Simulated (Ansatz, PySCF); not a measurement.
Compounds of Si with 4 ligands, in which Cl is traded for NH2. Quantity: Cl-Si bond dissociation enthalpy, 298 K, in kcal/mol. Geometries: B3LYP-D3(BJ)/def2-TZVP minima from Ansatz (a program for electronic structure), one conformer each, not searched for the lowest. Frequencies are from Ansatz or PySCF. Cores are frozen in the correlated levels unless marked. UHF or UKS for open shells. No spin-orbit coupling. No relativistic terms. CBS(X,Y): correlation extrapolated as X^-3; Hartree-Fock from the larger set. The bracket is a focal-point correction in the basis named. Rows marked 298 K are enthalpies with B3LYP-D3(BJ) harmonic zero-point and thermal terms. The first level has limits of its own.

```csv
n(NH2),species (SMILES),"RI-MP2/CBS(cc-pV(T+d)Z,cc-pV(Q+d)Z)+[CCSD(T)-MP2]/cc-pV(T+d)Z (Ansatz)",PBE/def2-TZVPD (Ansatz),PBE0-D4/def2-TZVPD (Ansatz + dftd4)
0,"Cl[Si](Cl)(Cl)Cl, to Cl[Si](Cl)Cl + Cl atom",111.7,104.5,107.4
1,"N[Si](Cl)(Cl)Cl, to N[Si](Cl)Cl + Cl atom",113.6,106.2,109.4
2,"N[Si](N)(Cl)Cl, to N[Si](N)Cl + Cl atom",?,?,?
3,"N[Si](N)(N)Cl, to N[Si](N)N + Cl atom",120.9,113.3,116.9
```

Task: Fit a straight line through the known rows at each level by least squares, predict the withheld row (n(NH2) = 2), and compare with the run.

Result: 
- The known rows have mean n(NH2) = 1.33333 and Σ(n(NH2) - mean)² = 4.6667.
- RI-MP2/CBS(cc-pV(T+d)Z,cc-pV(Q+d)Z)+[CCSD(T)-MP2]/cc-pV(T+d)Z: mean 115.400, Σ(n(NH2) - mean)(y - mean) = 14.700, slope 3.150 kcal/mol a step; the line gives 115.400 + (3.150)×(2 - 1.33333) = 117.5; the run gives 117.8, +0.3 from the line, whose largest residual on the known rows is 0.8.
- PBE/def2-TZVPD: mean 108.000, Σ(n(NH2) - mean)(y - mean) = 14.100, slope 3.021 kcal/mol a step; the line gives 108.000 + (3.021)×(2 - 1.33333) = 110.0; the run gives 110.7, +0.7 from the line, whose largest residual on the known rows is 0.8.
- PBE0-D4/def2-TZVPD: mean 111.233, Σ(n(NH2) - mean)(y - mean) = 15.167, slope 3.250 kcal/mol a step; the line gives 111.233 + (3.250)×(2 - 1.33333) = 113.4; the run gives 113.7, +0.3 from the line, whose largest residual on the known rows is 0.7.
- PBE minus the first level along the series: -7.2, -7.4, -7.1, -7.6 kcal/mol.
